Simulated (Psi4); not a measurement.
A dimer, CH3F ··· H3ClSi (SMILES CF and [SiH3]Cl); the first 5 atoms form monomer A.

```
10

C     -0.0663     0.0046     0.0066
F      1.3128    -0.0904    -0.1317
H     -0.3182    -0.0519     1.0664
H     -0.3966     0.9582    -0.4072
H     -0.5318    -0.8205    -0.5341
Si     2.4911    -2.8546    -1.0725
Cl     0.4676    -3.2614    -1.1717
H      2.8286    -2.4964     0.3188
H      3.2318    -4.0615    -1.4882
H      2.7872    -1.7297    -1.9808
```

Q: What interaction energy does SAPT0/jun-cc-pVDZ, frozen core in Psi4 give, and which attractive term is the largest?

A: Total -1.47 kcal/mol: electrostatics -4.08, exchange 5.33, induction -0.85, dispersion -1.88. The most attractive term is electrostatics.
